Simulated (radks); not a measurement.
Valence configurations of the vanadium ion V3+ (all share [Ar]). Method: non-relativistic Kohn-Sham, r2SCAN, spin-polarised, spherical densities, point nucleus; open shells are filled with parallel spins first; meta-GGA in the generalised Kohn-Sham scheme; computed with a radial shooting solver on a logarithmic mesh with Libxc functionals. Energies are relative to 3d2; eigenvalues in eV for spin up.

3d2: E (eV) 0.000; moment (Bohr magnetons) 2; e(3d) -37.940
4p2: E (eV) 40.799; moment (Bohr magnetons) 2; e(4p) -28.059
4s2: E (eV) 29.189; moment (Bohr magnetons) 0; e(4s) -32.836
3d1 4s1: E (eV) 12.056; moment (Bohr magnetons) 2; e(3d) -44.386; e(4s) -31.085
4s1.5 4p0.5: E (eV) 32.122; moment (Bohr magnetons) 1; e(4p) -27.017; e(4s) -33.851
3d1 4p1: E (eV) 18.410; moment (Bohr magnetons) 2; e(3d) -45.290; e(4p) -25.053
4s1 4p1: E (eV) 33.973; moment (Bohr magnetons) 2; e(4p) -27.669; e(4s) -34.552
3d0.5 4s1 4p0.5: E (eV) 22.469; moment (Bohr magnetons) 2; e(3d) -48.092; e(4p) -26.213; e(4s) -32.889

NIST lists [Ar] 3d2 as the ground configuration; this level of theory agrees among the configurations tried. The energies are those of spherical high-spin densities, not of single terms.
